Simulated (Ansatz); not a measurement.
## Relative stability

The two ends of one reaction step of BH3OF2, closed shell (PBE0-D4/def2-TZVP).

A:

```tsv
atom	x (Å)	y (Å)	z (Å)
B1	-0.5231	-0.4504	0.5386
H2	0.5496	0.5702	-2.0296
F3	-0.5049	-1.7016	0.1280
F4	-1.5177	0.3305	0.1337
H5	1.1942	0.3439	-1.7273
O6	0.4497	-0.0081	1.3565
H7	0.3524	0.9154	1.5999
```

B:

```
7
angstrom
B -0.4805 -0.3389 -0.4955
H -0.0112 -0.6056 -1.5646
F -0.7312 -1.3613 0.3605
F -1.3623 0.6901 -0.4284
H 0.6232 1.2972 0.6174
O 0.9143 0.4156 0.3516
H 1.0480 -0.0971 1.1589
```

Ansatz 0.2.0; basis: def2-TZVPP; cores frozen in the correlated methods. B3LYP uses VWN-RPA correlation.

Question: Which structure is lower at CCSD(T), and by how much? (An estimate is asked for; the value comes from the calculation.)

Answer: By the calculation: A, by 78.0 kJ/mol (electronic energy, against the other). By their contacts, A is a complex of BHOF₂ ([OH][B]([F])[F]) + H₂ and B is BH₃OF₂ ([OH2][BH]([F])[F]).

All methods give the same order:

```json
{"method": "SPW92", "E(B) − E(A) (kJ/mol)": "55.3"}
{"method": "PBE-D4", "E(B) − E(A) (kJ/mol)": "74.8"}
{"method": "BLYP-D4", "E(B) − E(A) (kJ/mol)": "86.2"}
{"method": "r2SCAN-D4", "E(B) − E(A) (kJ/mol)": "79.8"}
{"method": "B97M-V", "E(B) − E(A) (kJ/mol)": "85.1"}
{"method": "PBE0-D4", "E(B) − E(A) (kJ/mol)": "74.1"}
{"method": "B3LYP-D4", "E(B) − E(A) (kJ/mol)": "83.6"}
{"method": "r2SCAN0-D4", "E(B) − E(A) (kJ/mol)": "78.0"}
{"method": "BHLYP-D4", "E(B) − E(A) (kJ/mol)": "82.0"}
{"method": "CAM-B3LYP-D4", "E(B) − E(A) (kJ/mol)": "78.5"}
{"method": "wB97X-V", "E(B) − E(A) (kJ/mol)": "75.4"}
{"method": "wB97M-V", "E(B) − E(A) (kJ/mol)": "76.5"}
{"method": "B2PLYP", "E(B) − E(A) (kJ/mol)": "81.9"}
{"method": "PBE-QIDH", "E(B) − E(A) (kJ/mol)": "74.7"}
{"method": "RPA on PBE", "E(B) − E(A) (kJ/mol)": "78.3"}
{"method": "HF", "E(B) − E(A) (kJ/mol)": "96.8"}
{"method": "MP2", "E(B) − E(A) (kJ/mol)": "79.5"}
{"method": "CCSD", "E(B) − E(A) (kJ/mol)": "79.2"}
{"method": "CCSD(T)", "E(B) − E(A) (kJ/mol)": "78.0"}
```

No T1 diagnostic of these runs exceeds 0.012.

Labels in which every atom is bracketed show which atoms are joined, not bond orders.

For scale, one of the runs: CCSD(T)/def2-TZVPP, 166 basis functions, launched by `ansatz run in.yaml --threads 2 --pin off --events-out ev --progress --plain --max-ram 4352MiB`. Hardware: 2 CPU threads of an Intel Xeon 6975P-C, shared host. Wall time 19 s; peak host memory 1.6 GiB.
